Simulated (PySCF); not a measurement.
C3H5O3, SMILES [CH2]OC(=O)OC, multiplicity 2. Coordinates come from a PBE-D3(BJ)/def2-SVP optimisation. The isomer is the one that the SMILES or the coordinates give; other isomers of the formula were not compared.

These are PySCF 2.14.0 with PBE-D3(BJ)/def2-SVP values and carry that method's errors.

Harmonic wavenumbers (cm⁻¹): 100, 125, 163, 199, 237, 310, 349, 518, 665, 732, 900, 1049, 1132, 1140, 1163, 1236, 1283, 1376, 1404, 1410, 1427, 1814, 2975, 3064, 3110, 3113, 3278. Rotational constants (GHz): 10.45, 2.441, 2.005; symmetry number 1.

Problem. Work out the zero-point energy and the ideal-gas rigid-rotor harmonic-oscillator thermochemistry at 298.15 K and 1 atm.

Solution. ZPE = ½ Σ hcν = ½ × 34273 cm⁻¹ = 205.00 kJ/mol. H − E(el) = 226.79 kJ/mol. Entropy in J/(mol K): translation 164.74, rotation 109.80, vibration 72.09, spin 5.76, total 352.40. G − E(el) = 121.72 kJ/mol. Cp = 107.89 J/(mol K). Modes under 150 cm⁻¹ make the vibrational entropy uncertain.
